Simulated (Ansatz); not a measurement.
Gas-phase reaction in SMILES: [CH2]CC[C@H](C)Cl → CCCC[CH]Cl
Structures are relaxed separately at B3LYP-D3(BJ)/def2-TZVP in Ansatz (an electronic-structure program), one conformer each, not searched for the lowest.

Quantity: isomerisation energy (electronic energy difference), in kcal/mol. Valence correlation only, unless marked. UHF or UKS for open shells. Spin-orbit coupling is left out. Non-relativistic unless marked X2C. CBS marks a two-point X^-3 extrapolation of the correlation energy; Hartree-Fock from the larger set. The bracket is a focal-point correction in the basis named.

```json
[
 {"level": "PBE-D3(BJ)/def2-TZVPD", "program": "Ansatz + dftd3", "isomerisation energy (kcal/mol)": "-3.2"},
 {"level": "revPBE-D4/def2-TZVPD", "program": "Ansatz + dftd4", "isomerisation energy (kcal/mol)": "-2.7"},
 {"level": "revPBE/def2-TZVPD", "program": "Ansatz", "isomerisation energy (kcal/mol)": "-4.1"},
 {"level": "r2SCAN-D3(BJ)/def2-TZVPD", "program": "Ansatz + dftd3", "isomerisation energy (kcal/mol)": "-1.9"},
 {"level": "B97M-V/def2-TZVPD", "program": "Ansatz", "isomerisation energy (kcal/mol)": "-1.9"},
 {"level": "PBE0/def2-SVP", "program": "Ansatz", "isomerisation energy (kcal/mol)": "-2.7"},
 {"level": "BHLYP/def2-TZVPD", "program": "Ansatz", "isomerisation energy (kcal/mol)": "-2.2"},
 {"level": "r2SCAN0-D4/def2-TZVPD", "program": "Ansatz + dftd4", "isomerisation energy (kcal/mol)": "-1.8"},
 {"level": "CAM-B3LYP-D3(BJ)/def2-TZVPD", "program": "Ansatz + dftd3", "isomerisation energy (kcal/mol)": "?"},
 {"level": "LC-wPBE/def2-TZVPD", "program": "Ansatz", "isomerisation energy (kcal/mol)": "?"},
 {"level": "wB97M-V/def2-TZVPD", "program": "Ansatz", "isomerisation energy (kcal/mol)": "-1.6"},
 {"level": "B2GP-PLYP/def2-TZVPD", "program": "Ansatz", "isomerisation energy (kcal/mol)": "-1.8"},
 {"level": "B2PLYP/def2-TZVPD", "program": "Ansatz", "isomerisation energy (kcal/mol)": "-2.2"},
 {"level": "PBE-QIDH/def2-TZVPD", "program": "Ansatz", "isomerisation energy (kcal/mol)": "-1.9"},
 {"level": "RPA@PBE/cc-pV(Q+d)Z", "program": "Ansatz", "isomerisation energy (kcal/mol)": "-1.6"},
 {"level": "CCSD/STO-3G", "program": "Ansatz", "isomerisation energy (kcal/mol)": "-3.2"},
 {"level": "CCSD/cc-pV(D+d)Z", "program": "Ansatz", "isomerisation energy (kcal/mol)": "?"},
 {"level": "X2C-CCSD(T)/cc-pVTZ-DK", "program": "Ansatz", "isomerisation energy (kcal/mol)": "?"},
 {"level": "RI-MP2/CBS(cc-pV(T+d)Z,cc-pV(Q+d)Z)+[CCSD(T)-MP2]/cc-pV(T+d)Z", "program": "Ansatz", "isomerisation energy (kcal/mol)": "-1.3"}
]
```

### Question
Complete the blanks.

### Answer

- CAM-B3LYP-D3(BJ)/def2-TZVPD, isomerisation energy (kcal/mol): -2.3
- LC-wPBE/def2-TZVPD, isomerisation energy (kcal/mol): -2.9
- CCSD/cc-pV(D+d)Z, isomerisation energy (kcal/mol): -2.0
- X2C-CCSD(T)/cc-pVTZ-DK, isomerisation energy (kcal/mol): -1.2
